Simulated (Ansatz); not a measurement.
`C=CBCI` and `C=CBC[SiH3]` differ in one atom or group.

Ansatz, PBE0-D4/def2-TZVP geometries, multiplicity 1. Each molecule was computed in one conformer, which needn't be the lowest. `C=CBCI` holds a close contact that its SMILES doesn't draw: I···B 2.67 Å.

Elements past krypton have def2 core potentials.  Spin–orbit coupling is left out; it splits and shifts lone-pair levels of the heavy atoms by tenths of an eV.

| property | `C=CBCI` |
| --- | --- |
| LUMO energy (ωB97M-V/def2-TZVPP) / eV | 0.19 |
| HOMO–LUMO gap (B3LYP/def2-TZVPP) / eV | 5.21 |
| HOMO energy (B3LYP/def2-TZVPP) / eV | -7.15 |
| HOMO energy (PBE/def2-TZVPP) / eV | -6.34 |
| size of the dipole moment (ωB97M-V/def2-TZVPP) / D | 1.07 |
| LUMO energy (PBE0/def2-TZVPP) / eV | -1.74 |

Task: Give the same properties after the change, and the shifts. (An estimate is asked.)

Result: Ansatz gave: 
```csv
property,`C=CBC[SiH3]`,shift
LUMO energy (ωB97M-V/def2-TZVPP) / eV,0.14,-0.05
HOMO–LUMO gap (B3LYP/def2-TZVPP) / eV,5.85,0.64
HOMO energy (B3LYP/def2-TZVPP) / eV,-7.89,-0.74
HOMO energy (PBE/def2-TZVPP) / eV,-7.04,-0.70
size of the dipole moment (ωB97M-V/def2-TZVPP) / D,1.09,0.02
LUMO energy (PBE0/def2-TZVPP) / eV,-1.84,-0.10
```

With PBE0 the HOMO falls by 0.74 eV and the LUMO falls by 0.10 eV, so the gap widens by about 0.64 eV. PBE moves the HOMO by -0.70 eV and ωB97M-V by -0.86 eV. Dipoles are sizes alone; their direction can turn.

Positive LUMOs are unbound, so they and the gaps depend on the basis.

B3LYP here is the variant with VWN-RPA as its local correlation; programs differ in this.
